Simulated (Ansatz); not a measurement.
Input file for Ansatz (a quantum-chemistry and plane-wave program): R-CCSD(T)/aug-cc-pVDZ on H5N (a complex), monomers drawn apart or pushed together.

Ansatz 0.2 input:
```yaml
crystal:
  periodic: [false, false, false]
  atoms:
    - {symbol: N, position_ang: [0.01522322, -0.00224475, -0.13802728]}
    - {symbol: H, position_ang: [-0.71300871, 0.61806576, -0.47296942]}
    - {symbol: H, position_ang: [0.89789972, 0.34402507, -0.49617708]}
    - {symbol: H, position_ang: [-0.14559084, -0.91232292, -0.55419199]}
    - {symbol: H, position_ang: [0.02333790, -0.22386014, 3.51688031]}
    - {symbol: H, position_ang: [0.02370636, -0.27274012, 4.26326557]}
basis:
  gaussian:
    orbitals: aug-cc-pVDZ
magnetization: {spin_polarized: false}
correlation: {method: ccsd_t, electrons: outside_noble_gas}
scf: {lower_state_search: off}
```

Give the final energy of this run.

-57.5907 hartree (reference determinant -57.3346, T1 diagnostic 0.009).
